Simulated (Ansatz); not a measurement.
Geometry optimisation, Ansatz 0.2.0, UKS B3LYP/STO-3G.

Input:

```yaml
crystal:
  periodic: [false, false, false]
  atoms:
    - { symbol: C, position_ang: [1.969, -1.0382, 1.3455] }
    - { symbol: C, position_ang: [1.2446, -0.0327, 0.7008] }
    - { symbol: "N", position_ang: [0.3406, -0.2798, -0.4327] }
    - { symbol: C, position_ang: [0.1501, -1.6324, -0.8824] }
    - { symbol: C, position_ang: [-0.2835, 0.8524, -1.0789] }
    - { symbol: Al, position_ang: [-1.9781, 1.3386, -0.102] }
    - { symbol: O, position_ang: [-2.1408, 2.9768, 0.6773] }
    - { symbol: H, position_ang: [1.8908, -2.0146, 1.0348] }
    - { symbol: H, position_ang: [2.5667, -0.7231, 2.2095] }
    - { symbol: H, position_ang: [1.3779, 0.9895, 1.0748] }
    - { symbol: H, position_ang: [0.9934, -2.124, -1.2327] }
    - { symbol: H, position_ang: [-0.3252, -2.2319, -0.0252] }
    - { symbol: H, position_ang: [-0.7195, -1.6118, -1.717] }
    - { symbol: H, position_ang: [0.3615, 1.7556, -1.0469] }
    - { symbol: H, position_ang: [-0.5353, 0.6117, -2.1145] }
    - { symbol: H, position_ang: [-3.1375, 0.274, 0.0429] }
    - { symbol: H, position_ang: [-1.7939, 2.8894, 1.5872] }
magnetization:
  spin_polarized: true
basis:
  gaussian: { orbitals: STO-3G }
hamiltonian:
  xc: b3lyp
relax:
  f_tol: 0.02
  max_steps: 40
```

Launched with:

```bash
$ ansatz run input.yaml --threads 1 --pin off --max-ram 2048MiB --backend cpu --events-out ev --progress --plain --runs-dir out
```

**Question.** Where does it end, and by what steps?

**Answer.** It converged. Limits of this set-up: minimal basis. After 15 steps the energy has fallen by 1.684 eV; H17 moved furthest, 0.90 Å.

```json
{"step": "0", "energy less start (eV)": "0.0000", "largest force component (eV/Å)": "6.861", "accepted": "yes"}
{"step": "1", "energy less start (eV)": "-1.0785", "largest force component (eV/Å)": "1.277", "accepted": "yes"}
{"step": "2", "energy less start (eV)": "-1.1604", "largest force component (eV/Å)": "1.204", "accepted": "yes"}
{"step": "3", "energy less start (eV)": "-1.2190", "largest force component (eV/Å)": "2.497", "accepted": "yes"}
{"step": "4", "energy less start (eV)": "-1.3947", "largest force component (eV/Å)": "1.230", "accepted": "yes"}
{"step": "5", "energy less start (eV)": "-1.5054", "largest force component (eV/Å)": "0.952", "accepted": "yes"}
{"step": "6", "energy less start (eV)": "-1.5946", "largest force component (eV/Å)": "0.624", "accepted": "yes"}
{"step": "7", "energy less start (eV)": "-1.6198", "largest force component (eV/Å)": "0.350", "accepted": "yes"}
{"step": "8", "energy less start (eV)": "-1.6607", "largest force component (eV/Å)": "0.503", "accepted": "yes"}
{"step": "9", "energy less start (eV)": "-1.6715", "largest force component (eV/Å)": "0.428", "accepted": "yes"}
{"step": "10", "energy less start (eV)": "-1.6781", "largest force component (eV/Å)": "0.336", "accepted": "yes"}
{"step": "11", "energy less start (eV)": "-1.6825", "largest force component (eV/Å)": "0.140", "accepted": "yes"}
{"step": "12", "energy less start (eV)": "-1.6830", "largest force component (eV/Å)": "0.114", "accepted": "yes"}
{"step": "13", "energy less start (eV)": "-1.6840", "largest force component (eV/Å)": "0.049", "accepted": "yes"}
{"step": "14", "energy less start (eV)": "-1.6843", "largest force component (eV/Å)": "0.035", "accepted": "yes"}
{"step": "15", "energy less start (eV)": "-1.6843", "largest force component (eV/Å)": "0.015", "accepted": "yes"}
```

```xyz
17
Properties=species:S:1:pos:R:3
C 1.842 -0.989 1.361
C 1.436 -0.044 0.491
N 0.672 -0.224 -0.714
C 0.054 -1.577 -0.898
C -0.263 0.934 -1.061
Al -1.765 1.196 0.136
O -1.839 2.742 0.836
H 1.550 -2.038 1.281
H 2.512 -0.727 2.183
H 1.753 1.003 0.622
H 0.846 -2.344 -0.869
H -0.703 -1.828 -0.124
H -0.432 -1.607 -1.888
H 0.379 1.834 -1.093
H -0.585 0.755 -2.104
H -2.808 0.162 0.447
H -2.668 2.753 1.434
```

Whether the end is a true minimum wasn't checked by a vibrational analysis.

Run time: 2 min on 1 thread of Arm Neoverse V1, with other jobs on the host, peak memory 0.2 GiB.
